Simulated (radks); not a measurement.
Values are calculated unless marked as measured or tabulated.
Isoelectronic series with 9 electrons, all held in the configuration [He] 2s2 2p5, which need not be the ground one along the series. Level of theory: scalar-relativistic Kohn-Sham, SCAN, spin-unpolarised, spherical densities, finite nucleus; meta-GGA in the generalised Kohn-Sham scheme; Fermi nuclear charge, rms radius of each element as measured or else 0.836 A^(1/3) + 0.57 fm (a radial shooting solver on a logarithmic mesh with Libxc functionals). Total energies (hartree) and mean radii <r> (bohr):

ion    E (hartree)       2p       2s       1s
Sr29+  -2490.26809   0.1450   0.1673  0.03911
Nb32+  -2929.13030   0.1330   0.1534  0.03604
Ru35+  -3405.94827   0.1227   0.1415  0.03339
Ag38+  -3921.45947   0.1138   0.1312  0.03107
Sn41+  -4476.47208   0.1061   0.1221  0.02902
I44+   -5071.88665  0.09927   0.1141  0.02719
Ba47+   -5708.6972  0.09324   0.1069  0.02554
Pr50+   -6388.0062  0.08785   0.1005  0.02406
Sm53+   -7110.9930  0.08300  0.09468  0.02271
Tb56+   -7879.0752  0.07862  0.08938  0.02148
Er59+   -8693.6172  0.07463  0.08454  0.02034
